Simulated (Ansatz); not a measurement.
`BOC(B)O` and `BOC(O)O` differ in one atom or group.

Ansatz, PBE0-D4/def2-TZVP geometries, multiplicity 1. Each molecule was computed in one conformer, which needn't be the lowest.

```tsv
property	`BOC(B)O`
HOMO–LUMO gap (ωB97M-V/def2-TZVPP) / eV	11.55
size of the dipole moment (B3LYP/def2-TZVPP) / D	2.87
LUMO energy (B3LYP/def2-TZVPP) / eV	-1.37
HOMO–LUMO gap (B3LYP/def2-TZVPP) / eV	6.88
LUMO energy (PBE/def2-TZVPP) / eV	-2.17
HOMO energy (PBE/def2-TZVPP) / eV	-7.06
```

(1) What does the change do to each property? (Estimate.)

## Answers

(1) The calculation gave: 
| property | `BOC(O)O` | shift |
| --- | --- | --- |
| HOMO–LUMO gap (ωB97M-V/def2-TZVPP) / eV | 12.36 | 0.81 |
| size of the dipole moment (B3LYP/def2-TZVPP) / D | 1.23 | -1.64 |
| LUMO energy (B3LYP/def2-TZVPP) / eV | -0.94 | 0.43 |
| HOMO–LUMO gap (B3LYP/def2-TZVPP) / eV | 7.64 | 0.76 |
| LUMO energy (PBE/def2-TZVPP) / eV | -1.67 | 0.50 |
| HOMO energy (PBE/def2-TZVPP) / eV | -7.22 | -0.16 |

With PBE0 the HOMO falls by 0.32 eV and the LUMO rises by 0.46 eV, so the gap widens by about 0.78 eV. PBE moves the HOMO by -0.16 eV and ωB97M-V by -0.39 eV. Dipoles are sizes alone; their direction can turn.

B3LYP here is the variant with VWN-RPA as its local correlation; programs differ in this.
